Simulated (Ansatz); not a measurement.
**One elementary step**

Start structure (AlH2F3, singlet), relaxed at PBE0-D4/def2-TZVP:

```
atom    x (Å)    y (Å)    z (Å)
 Al1  -0.4815  -0.3833   0.2038
  F2  -1.5586   0.8409   0.0687
  F3  -0.3216  -1.4622  -1.0137
  F4   0.2043  -0.7051   1.6523
  H5   0.8316   1.1404  -0.4878
  H6   1.3255   0.5691  -0.4233
```

The step: AlF₃ ([F][Al]([F])[F]) + H₂ → AlHF₂ ([F][AlH][F]) + HF (still joined by a long Al–F bond); bonds formed: Al1–H6, F2–H5; bonds broken: H5–H6; bonds weakened to dative contacts: Al1–F2. Ansatz 0.2.0; basis: def2-TZVPP and def2-QZVPP; cores frozen in the correlated methods. Extrapolation: Hartree–Fock as exp(−7.88 √X), correlation as X^−2.97. Energies below are by CCSD(T) at an estimated basis limit (MP2 extrapolated from triple and quadruple zeta, plus CCSD(T) − MP2 in triple zeta).

(1) What are the electronic barrier and the energy of the step, from the start structure to the end structure? (Judge from chemistry; the value comes from the calculation.)

T1 diagnostic: at most 0.013.

Answers

(1) The calculation gives: Barrier 35.20 kcal/mol; step energy 28.83 kcal/mol (uphill); reverse barrier, their difference, 6.37 kcal/mol. Barrier and step energy count from the start structure, the reverse barrier from the end structure.

The saddle point: One imaginary mode of 628i cm⁻¹.
```
  pair  start (Å)  saddle (Å)  end (Å)
Al1–H6       2.14        1.67     1.57
 F2–H5       2.47        1.06     0.93
Al1–F2       1.64        1.88     2.04
 H5–H6       0.76        1.24     2.53
```

Zero-point energy (harmonic, PBE0-D4): ZPE is 13.60 kcal/mol at the start and 14.03 kcal/mol at the saddle, so the barrier goes from 35.20 to 35.63 kcal/mol.

Labels in which every atom is bracketed show which atoms are joined, not bond orders.

For scale, one of the runs: CCSD(T)/def2-TZVPP, 163 basis functions, launched by `ansatz run in.yaml --threads 2 --pin off --events-out ev --progress --plain --max-ram 4352MiB`. Time: 13 s of wall clock on 2 CPU threads of an Intel Xeon 6975P-C; the host was shared. Peak host memory: 1.4 GiB.
